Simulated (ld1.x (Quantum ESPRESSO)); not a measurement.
**What one change does to a pseudopotential (As (Z = 33), TM)**

| Property | Result |
| --- | --- |
| Element | arsenic (As) |
| Generator | ld1.x (Quantum ESPRESSO) 7.5 |
| Type | norm-conserving Troullier–Martins (Kleinman–Bylander form) |
| Functional | BLYP |
| Relativity | scalar-relativistic |
| Frozen core | [Ar] |
| Valence charge | 15 |
| Reference configuration | 3d10 4s2 4p3 |
| Partial waves | 4p (bound): rc 1.55 bohr; 3d (bound): rc 0.90 bohr; 4s (bound): rc 1.70 bohr |
| Local potential | the s channel |
| Core correction | none |

Change: wave 4s (bound): rc 1.70 bohr becomes 4s (bound): rc 2.60 bohr.

Cutoffs: the cutoffs (Ry, on a coarse ladder) from which the occupation-weighted sum of valence levels, in a spherical-Bessel basis at the reference potential, stays within 10 and 1 mRy of its value at 400 Ry; they do not see the model core or the augmentation charge, which bear on the density cutoff. Errors are all-electron minus pseudo energies relative to the spin-unpolarised reference configuration.

Task: Predict the effect on cutoff, ghosts and configuration errors.

Result: Of the 7 tests that both files solve, the error grows in 6 and shrinks in 1 by more than 15 % and 0.3 meV (median size 5.8 → 120.8 meV); neither file shows a bound ghost.

| quantity | base | changed |
| --- | --- | --- |
| cutoff, loose | 300 Ry | 300 Ry |
| cutoff, tight | over 300 Ry | over 300 Ry |
| loose cutoff by channel (10 mRy a level) | p 12 Ry, d 260 Ry, s 18 Ry | p 6 Ry, d 260 Ry, s 8 Ry |
| bound ghosts | none | none |
| error for 3d10 4s2 4p2, meV [ΔE 9.03 eV] | -0.1 | +31 |
| error for 3d10 4s2 4p1, meV [ΔE 26.89 eV] | +5.8 | +121 |
| error for 3d10 4s2 4p0, meV [ΔE 54.64 eV] | +32 | +170 |
| error for 3d10 4s1 4p0, meV [ΔE 105.48 eV] | +107 | +142 |
| error for 3d9 4s2 4p3, meV [ΔE 50.70 eV] | -989 | -121 |
| error for 3d10 4s2 4p3.3, meV [ΔE -1.20 eV] | +0.2 | +2.2 |
| error for 3d10 4s0 4p5, meV [ΔE 19.20 eV] | -2.3 | -108 |
